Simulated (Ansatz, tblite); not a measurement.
Cost and result up the ladder for Ge(NMe2)H3 (C₂H₉GeN) (13 atoms). Charge 0, multiplicity 1. Geometry: PBE-D4/def2-SVP.

| atom | x (Å) | y (Å) | z (Å) |
| --- | --- | --- | --- |
| Ge1 | -0.095 | -1.614 | 0.540 |
| N2 | -0.309 | 0.108 | -0.125 |
| C3 | 0.325 | 0.428 | -1.389 |
| C4 | -0.297 | 1.204 | 0.824 |
| H5 | -0.176 | 1.305 | -1.860 |
| H6 | 0.236 | -0.421 | -2.098 |
| H7 | 1.414 | 0.686 | -1.304 |
| H8 | -0.846 | 0.929 | 1.748 |
| H9 | 0.730 | 1.539 | 1.127 |
| H10 | -0.809 | 2.095 | 0.390 |
| H11 | -0.432 | -2.580 | -0.625 |
| H12 | -1.092 | -1.758 | 1.718 |
| H13 | 1.352 | -1.921 | 1.055 |

Ansatz on 4 threads of Intel Xeon on a shared host; xTB runs through tblite on one thread. Times are rough, summed over both states, and most runs start from the orbitals of an earlier one. PBE0-D4/def2-TZVP serves as the yardstick here, not as an exact answer. The other state is a triplet.

The xTB rows come from tblite.

xTB has no spin-polarisation term.

```
                          level  functions  wall time
                       GFN2-xTB         30     0.02 s
                       GFN1-xTB         39    0.037 s
               PBE-D4/def2-TZVP        195      7.8 s
            r2SCAN-D4/def2-TZVP        195       14 s
PBE0-D4/def2-TZVP (with forces)        195       14 s
```

Task: Estimate what each level gives for the vertical triplet (eV).

Result: 
```
                          level  vertical triplet (eV)  difference from PBE0-D4/def2-TZVP (eV)
                       GFN2-xTB                   7.03                                    1.98
                       GFN1-xTB                   5.39                                    0.35
               PBE-D4/def2-TZVP                   4.83                                   -0.22
            r2SCAN-D4/def2-TZVP                   4.90                                   -0.14
PBE0-D4/def2-TZVP (with forces)                   5.05                                    0.00
```
